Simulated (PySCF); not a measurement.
A structure optimised at PBE-D3(BJ)/def2-SVP, used in a PySCF frequency run:

```
C
C 1 1.3568
H 2 1.1015 1 121.27
H 2 1.1015 3 117.45 1 180.00
C 1 1.4764 2 126.67 3 180.00
C 5 1.3670 1 107.63 2 180.00
H 5 1.0973 6 127.76 1 180.00
H 6 1.0988 5 126.39 7 0.00
C 6 1.4763 8 124.56 5 180.00
C 9 1.3670 6 109.04 8 180.00
H 10 1.0973 9 127.76 6 180.00
H 9 1.0988 10 126.39 11 0.00
```

### Question
Write its SMILES, formula and point group.

### Answer
C=C1C=CC=C1, C6H6, C2v

### Question
What are its rotational constants (standard atomic weights)?

### Answer
8.1164, 3.7536, 2.5666 GHz
